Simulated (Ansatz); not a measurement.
Saddle point of SiNH7ClF, closed shell (SiH₃Cl ([SiH3][Cl]) + NH₃ + HF → SiNH₅ ([NH2][SiH3]) + HCl + HF; bonds formed: Cl2–H8, H6–F9; bonds broken: Si1–Cl2, H6–N7, H8–F9), PBE0-D4/def2-TZVP structure:

| atom | x (Å) | y (Å) | z (Å) |
| --- | --- | --- | --- |
| Si1 | -1.0983 | 0.6686 | -0.4121 |
| Cl2 | 0.7859 | -1.8544 | -1.3863 |
| H3 | -0.8944 | 0.9272 | -1.8491 |
| H4 | -1.8148 | 1.8089 | 0.2161 |
| H5 | -1.7843 | -0.5962 | -0.1066 |
| H6 | 0.6779 | -0.3682 | 0.9736 |
| N7 | 0.5188 | 0.6798 | 0.4194 |
| H8 | 0.8489 | -1.8682 | 0.0716 |
| F9 | 0.8448 | -1.5454 | 1.2840 |
| H10 | 0.6432 | 1.4617 | 1.0538 |
| H11 | 1.2726 | 0.6861 | -0.2645 |

Energies are electronic, without zero-point energy. Barriers and step energies count from the start structure reached by relaxing down the imaginary mode; all methods use the PBE0-D4 structures, on which another method's saddle can fall below an end. Ansatz 0.2.0; basis: def2-TZVPP, with def2-QZVPP for the basis limit; cores frozen in the correlated methods. B3LYP uses VWN-RPA correlation. Extrapolation: Hartree–Fock as exp(−7.88 √X), correlation as X^−2.97.

| method | barrier (kJ/mol) | step energy (kJ/mol) |
| --- | --- | --- |
| SPW92 | 3.0 | 17.5 |
| PBE-D4 | 12.3 | 2.2 |
| BLYP-D4 | 10.1 | -7.6 |
| r2SCAN-D4 | ? | 1.9 |
| B97M-V | 28.1 | -1.5 |
| PBE0-D4 | 21.8 | 3.2 |
| B3LYP-D4 | ? | -6.4 |
| r2SCAN0-D4 | 22.6 | 3.1 |
| BHLYP-D4 | 28.6 | -4.6 |
| CAM-B3LYP-D4 | 16.1 | -8.2 |
| wB97X-V | 22.6 | -3.2 |
| wB97M-V | 27.5 | 1.8 |
| B2PLYP | 19.6 | -10.2 |
| PBE-QIDH | 26.6 | 0.7 |
| RPA on PBE | 20.1 | -16.2 |
| HF | ? | -20.2 |
| MP2 | 21.7 | -6.4 |
| CCSD | 28.6 | -12.4 |
| CCSD(T) | 24.8 | -10.1 |

(1) Fill in the withheld barriers. (To be estimated.)

T1 diagnostic: at most 0.011.

## Answers

(1) Computed: r2SCAN-D4 14.4; B3LYP-D4 17.3; HF 46.0 kJ/mol. Each is the energy of the saddle less that of the start structure, by the same method.

For comparison, the barrier by CCSD(T) at an estimated basis limit (MP2 extrapolated from triple and quadruple zeta, plus CCSD(T) − MP2 in triple zeta) is 28.5 kJ/mol.

Labels in which every atom is bracketed show which atoms are joined, not bond orders.

For scale, one of the runs: CCSD(T)/def2-TZVPP, 244 basis functions, launched by `ansatz run in.yaml --threads 4 --pin off --events-out ev --progress --plain --max-ram 9574MiB`. Time: 110 s of wall clock on 4 CPU threads of an Arm Neoverse V2; the host was shared. Peak host memory: 4.8 GiB.
